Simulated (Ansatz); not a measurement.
Species: CuI, net charge 0, triplet state. The spin state was set by rule; other spins were not relaxed. 
Geometry from a B3LYP-D3(BJ)/def2-TZVP (Ansatz, a quantum-chemistry and plane-wave program) optimisation:
```xyz
2

Cu     0.0000     0.0000    -1.6573
I      0.0000     0.0000     0.9068
```
Charge 0, spin multiplicity 3.

Parts of the frozen-core correlation energy in STO-3G (Ansatz, hartree). Frozen orbitals: 32; correlated occupied orbitals by spin: 10 and 8; virtual: 3 and 5. Open shells are spin-unrestricted. Spin-orbit coupling is left out. Past Kr the def2 sets carry scalar-relativistic core potentials. STO-3G rows are all-electron and non-relativistic.

```tsv
term	value
reference (HF)	-8471.25937
MP2 opposite-spin	[?]
MP2 same-spin	[?]
CCSD correlation	[?]
(T)	-0.00210
T1 diagnostic	0.049
largest doubles amplitude	0.498
<S^2> of the reference	2.002
```

Question: Some entries are withheld; supply them.

Answer: 
- MP2 opposite-spin, value: -0.02479
- MP2 same-spin, value: -0.00406
- CCSD correlation, value: -0.04211
